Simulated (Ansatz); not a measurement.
Relaxation of BrCl2H4HfNO (10 atoms, charge 0, multiplicity 1), to a largest force component of 0.03 eV/Å in at most 50 steps.

Computed with RHF/def2-SVP (Ansatz).

```xyz
10
Properties=species:S:1:pos:R:3
Hf -0.116 -0.119 -0.102
O -0.276 0.056 1.905
H -0.772 -0.271 2.639
N 1.814 -0.059 -0.689
H 2.283 -0.763 -1.238
H 2.460 0.688 -0.490
Cl -1.425 1.568 -1.187
Cl -0.895 -2.269 -0.765
Br 1.630 2.910 1.634
H 0.926 1.841 2.399
```

Q: Where does it end, and by what steps?

A: The run converged. The force dipped under the threshold on the way, but the program's further checks kept it going. After 27 steps the energy has fallen by 0.232 eV; Br9 moved furthest, 1.40 Å.

```tsv
step	energy less start (eV)	largest force component (eV/Å)	accepted
0	0.0000	1.457	yes
1	-0.1443	0.568	yes
2	-0.1311	1.346	no
3	-0.1718	0.268	yes
4	-0.1859	0.262	yes
5	-0.1993	0.189	yes
6	-0.2155	0.035	yes
7	-0.1946	0.721	no
8	-0.2210	0.059	yes
9	-0.2180	0.332	no
10	-0.2218	0.085	yes
11	-0.2237	0.022	yes
12	-0.2249	0.079	yes
13	-0.2253	0.106	yes
14	-0.2257	0.089	yes
15	-0.2265	0.087	yes
16	-0.2260	0.251	no
17	-0.2280	0.082	yes
18	-0.2286	0.136	yes
19	-0.2293	0.188	yes
20	-0.2298	0.141	yes
21	-0.2307	0.053	yes
22	-0.2310	0.053	yes
23	-0.2314	0.063	yes
24	-0.2315	0.060	yes
25	-0.2318	0.075	yes
26	-0.2318	0.046	no
27	-0.2322	0.009	yes
```

```xyz
10
Properties=species:S:1:pos:R:3
Hf -0.269 -0.302 -0.229
O -0.508 0.381 1.560
H -0.967 0.514 2.373
N 1.621 0.191 -0.737
H 2.076 -0.031 -1.607
H 2.268 0.710 -0.166
Cl -1.820 0.710 -1.750
Cl -0.547 -2.681 -0.309
Br 2.486 2.395 2.612
H 1.288 1.694 2.359
```

Whether the end is a true minimum wasn't checked by a vibrational analysis.

Run time: 100 s on 4 threads of Intel(R) Xeon(R) Platinum 8259CL CPU @ 2.50GHz (Skylake/Cascade Lake) (shared host), peak memory 0.51 GiB.
